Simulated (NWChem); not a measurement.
Program: NWChem. System: trifluoroacetic acid (C₂HF₃O₂), charge 0, spin multiplicity 1, at a geometry optimised with PBE0/def2-SVP. Level: MP2/def2-SVP, 7 core orbitals frozen.

The NWChem input:

```
start mol
memory heap 200 mb stack 900 mb global 1100 mb
geometry units angstroms nocenter noautoz noautosym
  O      1.570479    -0.859063     0.397998
  C      0.918376     0.223964    -0.000956
  O      1.406588     1.270799    -0.302065
  C     -0.597224    -0.049888    -0.029311
  F     -1.023606    -0.405115     1.179324
  F     -1.247671     1.032314    -0.410909
  F     -0.868808    -1.037421    -0.878032
  H      2.517321    -0.646340     0.400685
end
basis spherical
  * library def2-svp
end
scf
  rhf
  nopen 0
  maxiter 100
  thresh 1e-7
  semidirect memsize 60000000 filesize 0
end
mp2
  freeze core 7
end
task mp2 energy
```

NWChem printed:

```
             Northwest Computational Chemistry Package (NWChem) 7.3.0
             --------------------------------------------------------

                                NWChem Input Module
                                -------------------

 Scaling coordinates for geometry "geometry" by  1.889725989
 (inverse scale =  0.529177249)

                             Geometry "geometry" -> ""
                             -------------------------

 Output coordinates in angstroms (scale by  1.889725989 to convert to a.u.)

  No.       Tag          Charge          X              Y              Z
 ---- ---------------- ---------- -------------- -------------- --------------
    1 O                    8.0000     1.57047900    -0.85906300     0.39799800
    2 C                    6.0000     0.91837600     0.22396400    -0.00095600
    3 O                    8.0000     1.40658800     1.27079900    -0.30206500
    4 C                    6.0000    -0.59722400    -0.04988800    -0.02931100
    5 F                    9.0000    -1.02360600    -0.40511500     1.17932400
    6 F                    9.0000    -1.24767100     1.03231400    -0.41090900
    7 F                    9.0000    -0.86880800    -1.03742100    -0.87803200
    8 H                    1.0000     2.51732100    -0.64634000     0.40068500

 Effective nuclear repulsion energy (a.u.)     338.4964968610

            Nuclear Dipole moment (a.u.)
            ----------------------------
        X                 Y               Z
 ---------------- ---------------- ----------------
     0.0000075589     0.0000113384    -0.0000113384


 Summary of "ao basis" -> "" (spherical)
 ------------------------------------------------------------------------------
       Tag                 Description            Shells   Functions and Types
 ---------------- ------------------------------  ------  ---------------------
 *                          def2-svp                  on all atoms

 Summary of "ao basis" -> "ao basis" (spherical)
 ------------------------------------------------------------------------------
       Tag                 Description            Shells   Functions and Types
 ---------------- ------------------------------  ------  ---------------------
 O                          def2-svp                 6       14   3s2p1d
 C                          def2-svp                 6       14   3s2p1d
 F                          def2-svp                 6       14   3s2p1d
 H                          def2-svp                 3        5   2s1p

                                 NWChem SCF Module
                                 -----------------

  ao basis        = "ao basis"
  functions       =   103
  atoms           =     8
  closed shells   =    28
  open shells     =     0
  charge          =   0.00
  wavefunction    = RHF
  use symmetry    = F
  symmetry adapt  = F

 Summary of "ao basis" -> "ao basis" (spherical)
 ------------------------------------------------------------------------------
       Tag                 Description            Shells   Functions and Types
 ---------------- ------------------------------  ------  ---------------------
 O                          def2-svp                 6       14   3s2p1d
 C                          def2-svp                 6       14   3s2p1d
 F                          def2-svp                 6       14   3s2p1d
 H                          def2-svp                 3        5   2s1p

 Forming initial guess at       0.1s

      Superposition of Atomic Density Guess
[...]
     6     -0.196674  1 O  pz                87      0.197097  7 F  s
    59     -0.193906  5 F  s                 22      0.170291  2 C  py

 Vector   30  Occ=0.000000D+00  E= 1.609402D-01
              MO Center=  2.8D+00, -6.3D-01,  4.1D-01, r^2= 2.3D+00
   Bfn.  Coefficient  Atom+Function         Bfn.  Coefficient  Atom+Function
  ----- ------------  ---------------      ----- ------------  ---------------
   100      1.524447  8 H  s                  3     -0.750610  1 O  s
     7     -0.440872  1 O  px                45     -0.400878  4 C  s
    21     -0.351358  2 C  px                17      0.293291  2 C  s
    49     -0.262951  4 C  px                 4     -0.201149  1 O  px
    50     -0.198012  4 C  py

 Vector   31  Occ=0.000000D+00  E= 3.103328D-01
              MO Center=  4.4D-01,  3.2D-01, -7.2D-02, r^2= 3.2D+00
   Bfn.  Coefficient  Atom+Function         Bfn.  Coefficient  Atom+Function
  ----- ------------  ---------------      ----- ------------  ---------------
    17      2.961964  2 C  s                 31     -1.329695  3 O  s
    49     -0.930084  4 C  px                73     -0.504474  6 F  s
    45     -0.486626  4 C  s                 36      0.417262  3 O  py
    22      0.414772  2 C  py                 3     -0.384893  1 O  s
    50      0.368211  4 C  py               100     -0.316027  8 H  s

 center of mass
 --------------
 x =  -0.09362736 y =   0.00380676 z =  -0.00841298

 moments of inertia (a.u.)
 ------------------
         467.589611549054         -31.214099676614         -20.323834264582
         -31.214099676614         728.014351259672          41.723513927030
         -20.323834264582          41.723513927030         849.636141480004

  Mulliken analysis of the total density
  --------------------------------------

    Atom       Charge   Shell Charges
 -----------   ------   -------------------------------------------------------
    1 O    8     8.32   1.99  1.07  0.65  2.86  1.73  0.02
    2 C    6     5.65   1.99  0.93  0.13  1.90  0.54  0.16
    3 O    8     8.33   1.99  1.08  0.70  2.80  1.73  0.02
    4 C    6     5.09   1.99  0.91 -0.05  1.79  0.25  0.20
    5 F    9     9.28   1.99  1.13  0.80  3.34  2.01  0.01
    6 F    9     9.27   1.99  1.13  0.79  3.34  2.00  0.01
    7 F    9     9.28   1.99  1.13  0.80  3.34  2.01  0.01
    8 H    1     0.76   0.65  0.04  0.07

       Multipole analysis of the density wrt the origin
       ------------------------------------------------

     L   x y z        total         open         nuclear
     -   - - -        -----         ----         -------
     0   0 0 0     -0.000000      0.000000     56.000000

     1   1 0 0      0.760923      0.000000      0.000008
     1   0 1 0     -0.461291      0.000000      0.000011
     1   0 0 1      0.208568      0.000000     -0.000011

     2   2 0 0    -23.630545      0.000000    283.292958
     2   1 1 0     -2.548862      0.000000     12.658378
     2   1 0 1      1.112895      0.000000     11.873662
     2   0 2 0    -31.413022      0.000000    143.954232
     2   0 1 1      1.080328      0.000000    -21.344912
     2   0 0 2    -27.729283      0.000000     82.627992

                   NWChem MP2 Semi-direct Energy/Gradient Module
                   ---------------------------------------------

  Basis functions       =    103
  Molecular orbitals    =    103
  Frozen core           =      7
  Frozen virtuals       =      0
  Active alpha occupied =     21
  Active beta occupied  =     21
  Active alpha virtual  =     75
  Active beta virtual   =     75
  Use MO symmetry       = F
  Use skeleton AO sym   = F

  AO/Fock/Back tols     =   1.0D-09  1.0D-09  1.0D-09

 GA uses MA = F    GA memory limited = T

 Available:
  local mem=  1.26D+08
 global mem=  1.44D+08
 local disk=  0.00D+00
  mp2_memr nvloc                    75
  nvloc new                    75
   1 passes of  21:        3145728                      61804                  27714277.
   1 passes of  21: M    126153170           G      144157982           F     123007442.

 Semi-direct pass number   1 of   1  for RHF alpha+beta  at        4.3s
  vrange nnbf                  5172
  mp2_eaftype                   105  avail_ma_in_mb                  1099
 EAF : mp2_eaftype filesize         105   13857139.
  mp2_eaf for mointskh                    105
Node 0 wrote     65.2 Mb in      0.1 s     Agg I/O rate:   594.7 Mb/s
 Done moints_semi at        7.0s
  mp2_eaftype                   105  avail_ma_in_mb                   994
 EAF : mp2_eaftype filesize         105   13857139.
  mp2_eaf for kh                   105
 Done maket at        7.3s
 Done multipass loop at        7.3s

          -------------------------------------------
          SCF energy                -523.959893425630
          Correlation energy          -1.164201950706
          Singlet pairs               -0.680495206329
          Triplet pairs               -0.483706744377
          Total MP2 energy          -525.124095376336
          -------------------------------------------

          ---------------------------------------------------
                    Spin Component Scaled (SCS) MP2
          Same spin pairs                     -0.322471162918
          Same spin scaling factor             0.333333333333
          Opposite spin pairs                 -0.841730787788
          Opposite spin scaling fact.          1.200000000000
          SCS-MP2 correlation energy          -1.117567332985
          Total SCS-MP2 energy              -525.077460758615
          ---------------------------------------------------

 -----------------------
 Performance information
 -----------------------

 Timer overhead =  1.16D-07 seconds/call

               Nr. of calls         CPU time (s)                 Wall time (s)                GFlops
             ---------------    -------------------     ------------------------------   -------------------
Name         Min   Avg   Max    Min     Avg     Max     Min     Avg     Max   Mx/calls   Min     Max     Sum
mp2: moin     1     1     1    2.7     2.7     2.7      2.7     2.7     2.7     2.7      0.0     0.0     0.0
mp2: make     1     1     1   0.33    0.33    0.33     0.33    0.33    0.33    0.33      0.0     0.0     0.0
mp2: tota     1     1     1    3.1     3.1     3.1      3.1     3.1     3.1     3.1      0.0     0.0     0.0

 The average no. of pstat calls per process was 3.00D+00
 with a timing overhead of 3.49D-07s

 Task  times  cpu:        7.3s     wall:        7.3s

 Total times  cpu:        7.3s     wall:        7.3s
```
